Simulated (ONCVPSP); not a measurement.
**An all-electron radial function and its pseudo partner (manganese)**

Columns: radius, all-electron u(r) and pseudo u(r) of the 3p shell (level -58.52 eV) of manganese in the configuration [Ne] 3s2 3p6 3d5 4s1.5; PBE, scalar-relativistic, ONCV scheme, ONCVPSP 4.0.1.

| r (bohr) | all-electron | pseudo |
| --- | --- | --- |
| 0.082 | -0.4264 | 0.0289 |
| 0.165 | -0.5791 | 0.1169 |
| 0.248 | -0.3189 | 0.2616 |
| 0.330 | 0.0887 | 0.4480 |
| 0.413 | 0.4836 | 0.6566 |
| 0.495 | 0.7867 | 0.8510 |
| 0.578 | 0.9898 | 1.0061 |
| 0.660 | 1.0978 | 1.1002 |
| 0.742 | 1.1335 | 1.1339 |
| 0.825 | 1.1164 | 1.1166 |
| 0.908 | 1.0640 | 1.0641 |
| 0.990 | 0.9915 | 0.9915 |
| 1.072 | 0.9083 | 0.9083 |
| 1.155 | 0.8203 | 0.8203 |
| 1.238 | 0.7333 | 0.7333 |
| 1.320 | 0.6512 | 0.6512 |
| 1.402 | 0.5747 | 0.5747 |
| 1.485 | 0.5037 | 0.5038 |
| 1.568 | 0.4396 | 0.4396 |
| 1.650 | 0.3830 | 0.3830 |
| 1.733 | 0.3321 | 0.3321 |
| 1.815 | 0.2878 | 0.2878 |
| 1.898 | 0.2485 | 0.2485 |
| 1.980 | 0.2145 | 0.2145 |
| 2.062 | 0.1849 | 0.1849 |
| 2.145 | 0.1589 | 0.1589 |

How many radial nodes do the two functions have?

The all-electron 3p function has n − l − 1 = 1; the pseudo-wave has 0, since the states of the same l below it are removed with the core.

Is the pseudo-wave norm-conserving?

Yes: the ONCV scheme keeps the norm inside the radius equal to the all-electron one, which fixes the energy derivative of the logarithmic derivative at the level.
